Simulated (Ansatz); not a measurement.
C5H6, SMILES `C=C1[C@H]2C[C@@H]12` (charge 0, multiplicity 1).

Level of theory: PBE/cc-pVTZ // B3LYP-D3(BJ)/def2-TZVP (Ansatz, a program for electronic structure).

Ansatz 0.2 input:
```yaml
crystal:
  periodic: [false, false, false]
  atoms:
    - { symbol: C, position_ang: [1.903046, -0.571616, -0.136382] }
    - { symbol: C, position_ang: [0.666381, -0.161062, 0.08657] }
    - { symbol: C, position_ang: [-0.365636, 0.805197, -0.227803] }
    - { symbol: C, position_ang: [-1.574089, -0.046076, 0.009596] }
    - { symbol: C, position_ang: [-0.456111, -0.134845, 1.001377] }
    - { symbol: H, position_ang: [2.369292, -1.306747, 0.504999] }
    - { symbol: H, position_ang: [2.477532, -0.182145, -0.965507] }
    - { symbol: H, position_ang: [-0.310013, 1.881937, -0.241918] }
    - { symbol: H, position_ang: [-1.763088, -0.888939, -0.648913] }
    - { symbol: H, position_ang: [-2.468908, 0.471922, 0.339882] }
    - { symbol: H, position_ang: [-0.478401, 0.132377, 2.04577] }
basis:
  gaussian: { orbitals: cc-pVTZ }
hamiltonian:
  xc: pbe
```

Output:

```
Functional definition: PBE
1180 factors; their error is unknown
mean field evaluation 1: about -5261.7531 eV, gradient 7.2e1 eV
mean field evaluation 2: about -5245.0629 eV, gradient 1.1e2 eV
mean field evaluation 4: about -5273.9518 eV, gradient 1.5e1 eV
mean field evaluation 8: about -5274.4696 eV, gradient 2.0e-1 eV
mean field evaluation 16: about -5274.4442 eV, gradient 2.4e-4 eV
mean field -5274.44422617 eV, -193.8322501652 hartree, gradient 3.5e-5 eV, S^2 0.000000; 0 other end points of the search recorded, 0 dependent functions left out
reference -5274.44426433 eV, -193.8322515673 hartree; 18, 18 occupied and 216, 216 virtual orbitals, 1180 factors
Total energy: -5274.44426433 eV, -193.8322515673 hartree
```
